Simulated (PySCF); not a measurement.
Harmonic spectrum computed at PBE0 in the def2-TZVP basis family (core potentials from Rb on, PySCF, no spin–orbit coupling):

```
ω (cm⁻¹)  IR (km/mol)
     393         63.3
     664          153
    1637          342
```

**Question.** Which molecule gave it? In each, all ligands are bound to the one heavy central atom.
A. TaHF (quartet)
B. ZrHF (triplet)
C. MoHF (quintet)
D. BHF (doublet)

**Answer.** B. It has Cs symmetry with Zr–F 1.890 Å, Zr–H 1.862 Å.
